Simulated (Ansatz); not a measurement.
Ansatz (an electronic-structure program) input (MP2/6-311+G**): The .json file is the Basis Set Exchange's 6-311+G**.

Ansatz 0.2 input:
```yaml
crystal:
  periodic: [false, false, false]
  atoms:
    - {symbol: Si, position_ang: [-0.24675166, -0.31480560, 0.45207189]}
    - {symbol: H, position_ang: [-0.98134586, -1.21116338, -0.55911929]}
    - {symbol: F, position_ang: [0.49287435, 0.62427130, -0.64109857]}
basis:
  gaussian:
    orbitals: 6-311+G__.json
total_charge: 1
magnetization: {spin_polarized: true, initial_magnetization: 1}
correlation: {method: mp2, electrons: outside_noble_gas}
```

Output:

```
Functional definition: HF
integrals: 0.01 GiB planned
445 factors; integrals over basis functions are off by at most 7.8e-4 eV
mean field: 0.10 GiB planned
mean field evaluation 1: about -10567.8472 eV, gradient 5.0e1 eV
mean field evaluation 2: about -10567.8483 eV, gradient 5.0e1 eV
mean field evaluation 4: about -10575.7879 eV, gradient 3.1e0 eV
mean field evaluation 8: about -10575.9057 eV, gradient 1.4e-1 eV
mean field evaluation 16: about -10570.6541 eV, gradient 4.7e0 eV
mean field -10575.90618360 eV, -388.6573836407 hartree, gradient 1.7e-6 eV, S^2 0.775051; 0 other end points of the search recorded, 0 dependent functions left out
6 core orbitals not correlated
reference -10575.90618360 eV, -388.6573836407 hartree; 6, 5 occupied and 47, 48 virtual orbitals, 445 factors
second order -7.41017684 eV of doubles, -0.00000000 eV of singles
Total energy: -10583.31636044 eV, -388.9297026168 hartree
```

The dipole moment of an ion depends on the origin.

The geometry given is a B3LYP-D3(BJ)/def2-TZVP minimum of the species of charge 0 and multiplicity 1, not of this state.
